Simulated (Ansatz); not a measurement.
Reaction (hydrogenolysis of a C–Si bond): `C=C=C([SiH3])[SiH3]` + H₂ → `C=C=C[SiH3]` + SiH₄

Gas-phase electronic energies from Ansatz, PBE0-D4/def2-TZVP geometries. CCSD(T)/CBS is the MP2 limit (def2-TZVPP, def2-QZVPP) plus CCSD(T) − MP2 in def2-TZVPP, frozen cores. This one scheme is used for every species. Functionals use def2-TZVPP.

| level | ΔE (eV) |
| --- | --- |
| CAM-B3LYP-D4 | -0.09 |
| r2SCAN0 | -0.05 |
| CAM-B3LYP | -0.18 |
| HF/def2-QZVPP | -0.29 |

What does CCSD(T)/CBS give? (Estimate.)

Ansatz gave: -0.01 eV. The listed levels differ from it by -0.08, -0.04, -0.17, -0.28 eV.

Largest T1 diagnostic among the species: 0.013.

In def2-TZVPP, CCSD(T) changes the Hartree–Fock value by +0.25 eV (the triples alone add +0.06 eV) and MP2 by +0.37 eV. Leaving LDA and LC-ωPBE aside and taking each functional with its dispersion term where it has one, the values, not all of them listed here, spread over 0.16 eV, from B2PLYP to revPBE-D4. LDA lies +0.06 eV from PBE without D4.
